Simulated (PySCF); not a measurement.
## Dipole moment and polarisability of Sn(vinyl)4

Compound: Sn(vinyl)4, C8H12Sn.
Structure used (PBE0-D3(BJ)/def2-SVP), in Å, numbered top down from 1:
```xyz
21
C8H12Sn angstrom
Sn     0.015    0.047   -0.032
C      0.059   -0.059    2.108
C      0.969   -0.759    2.793
H     -0.715    0.483    2.664
H      1.771   -1.320    2.299
H      0.959   -0.807    3.889
C      2.045    0.154   -0.709
C      3.062    0.515    0.078
H      2.254   -0.094   -1.758
H      2.920    0.772    1.135
H      4.092    0.573   -0.295
C     -1.089    1.769   -0.669
C     -2.416    1.770   -0.833
H     -0.535    2.698   -0.854
H     -3.027    0.875   -0.669
H     -2.962    2.670   -1.142
C     -0.951   -1.684   -0.845
C     -1.724   -1.654   -1.934
H     -0.791   -2.645   -0.339
H     -1.927   -0.727   -2.482
H     -2.197   -2.560   -2.334
```

Level: wB97X-D/def2-SVPD (PySCF), static field, nuclei fixed, core orbitals frozen in the response. The polarisability tensor in these axes (au):

```
x   155.47  -2.36  26.02
y    -2.36 117.36  -1.66
z    26.02  -1.66 134.84
```

Q: Give the principal values, the mean and the anisotropy Δα = √{½[(α1 − α2)² + (α2 − α3)² + (α1 − α3)²]}.

A: Principal values 117.14, 117.24 and 173.29 au; mean 135.89 au = 20.14 Å³ = 22.41 × 10⁻⁴⁰ C²·m²/J; Δα = 56.10 au (41 % of the mean).

Q: What is the dipole moment?

A: 0.03 D at this geometry.

Q: Find the Langevin capture rate constant for H3+ (3.023 u) meeting this molecule (227.996 u), k = 2.342 × 10⁻⁹ cm³/s × √(α in Å³ / reduced mass in u).

A: The reduced mass is 2.98 u, so k = 6.08 × 10⁻⁹ cm³/s.

Q: In TDDFT the mean static polarisability is Σ f/ω² over all singlet excitations (ω in hartree). How much of it do the 10 lowest give? Their energies (eV) and oscillator strengths: 5.92, 0.0031; 6.00, 0.0187; 6.01, 0.0169; 6.25, 0.0013; 6.86, 0.0571; 6.87, 0.0535; 6.99, 0.0067; 7.08, 1.0198; 7.09, 0.0831; 7.16, 0.1083.

A: They add up to 20.53 au, 15.1 % of the 135.89 au; the largest single term is 15.07 au, from the state at 7.08 eV. Terms in order: 0.07, 0.39, 0.35, 0.02, 0.90, 0.84, 0.10, 15.07, 1.23, 1.57 au. Higher excitations give the rest. The strengths listed sum to 1.369.

Q: Molar refractivity from α?

A: Lorentz–Lorenz: R = (4π/3)N_A α = 2.5225 cm³/(mol·Å³) × 20.14 Å³ = 50.8 cm³/mol, in the limit of long wavelengths.

Q: What would n − 1 = 2πNα be for an ideal gas of these molecules at 400 K and 1 atm, electronic part alone?

A: N = p/kT = 1.8347 × 10¹⁹ cm⁻³, so n − 1 = 2π × N × 20.14 × 10⁻²⁴ cm³ = 2321 × 10⁻⁶ at long wavelengths, for an ideal gas.

Q: Rayleigh depolarisation ratio (linearly polarised light, static tensor)?

A: ρ = 3Δα²/(45ᾱ² + 4Δα²) = 9442.3/(830998 + 12589.8) = 0.0112.

One conformer (not necessarily the lowest) at the PBE0-D3(BJ)/def2-SVP geometry, without solvent, vibrations or thermal averaging. Atoms past krypton carry effective core potentials; spin–orbit coupling is left out.
